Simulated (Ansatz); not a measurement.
Isolated molecules relaxed with PBE0-D4/def2-TZVP in Ansatz; ΔE leaves out vibrations. CCSD(T)/CBS adds triple-zeta CCSD(T) − MP2 to the extrapolated MP2 energy (def2 sets, frozen cores). Functionals use def2-TZVPP. B3LYP here is the variant with VWN-RPA as its local correlation; programs differ in this. def2 core potentials past Kr. For Sn outer-core shells are correlated without core-valence functions, which leaves a few kJ/mol of doubt a bond. One conformer a species, not always the lowest.

Reaction (substitution at a C–N bond): `CNB(C)N` + `C[O][Sn][OH]` → `C[O][Sn][O]C` + `CB(N)N`

`CNB(C)N`:

Z-matrix (Å, degrees):
```
C
N 1 1.439
H 1 1.090 2 109.7
H 1 1.097 2 112.3 3 -119.3
H 1 1.097 2 112.2 3 119.2
B 2 1.416 1 127.1 3 0.4
H 2 1.007 1 113.7 3 -179.8
N 6 1.418 2 119.5 1 179.9
C 6 1.582 2 121.1 1 -0.1
H 8 1.005 6 124.5 2 0.0
H 8 1.003 6 122.0 2 180.0
H 9 1.095 6 111.6 2 59.6
H 9 1.093 6 112.3 2 -180.0
H 9 1.095 6 111.7 2 -59.5
```

`C[O][Sn][OH]`:

```xyz
8

C     0.337   -0.670    0.737
O     1.031    0.518    0.480
Sn    0.568    1.908   -0.855
O    -1.062    1.065   -1.598
H     0.294   -1.328   -0.142
H     0.850   -1.221    1.532
H    -0.693   -0.489    1.074
H    -1.325    0.218   -1.228
```

`C[O][Sn][O]C`:

Z-matrix (Å, degrees):
```
C
O 1 1.400
H 1 1.097 2 111.2
H 1 1.096 2 112.9 3 -121.4
H 1 1.096 2 109.3 3 118.7
Sn 2 1.975 1 135.1 3 93.1
O 6 1.974 2 103.0 1 -10.8
C 7 1.400 6 135.1 2 -10.8
H 8 1.097 7 111.2 6 93.3
H 8 1.096 7 112.9 6 -28.1
H 8 1.096 7 109.3 6 -148.0
```

`CB(N)N`:

```xyz
11

C    -0.979    0.771    0.584
B     0.155   -0.116   -0.072
N     1.278    0.506   -0.668
N     0.028   -1.526   -0.081
H    -1.490    0.258    1.403
H    -0.597    1.718    0.975
H    -1.743    1.019   -0.161
H     2.020    0.013   -1.132
H     1.394    1.502   -0.674
H    -0.755   -1.993    0.336
H     0.689   -2.152   -0.507
```

| level | ΔE (kJ/mol) | difference from CCSD(T)/CBS |
| --- | --- | --- |
| PBE0-D4 | 25.9 | -0.2 |
| B2PLYP | 22.6 | -3.5 |
| r2SCAN | 24.6 | -1.5 |
| B3LYP | 20.3 | -5.8 |
| CCSD/def2-TZVPP | 25.6 | -0.5 |
| CCSD(T)/def2-TZVPP | 26.0 | -0.1 |
| HF/def2-QZVPP | 16.1 | -10.0 |
| MP2/def2-QZVPP | 28.0 | 1.9 |
| HF/CBS(def2) | 16.0 | -10.1 |
| CCSD/CBS(def2) | 25.7 | -0.4 |
| CCSD(T)/CBS | 26.1 | 0 |

Largest T1 diagnostic among the species: 0.017.

In def2-TZVPP, CCSD(T) changes the Hartree–Fock value by +9.3 kJ/mol (the triples alone add +0.4 kJ/mol) and MP2 by +11.4 kJ/mol.
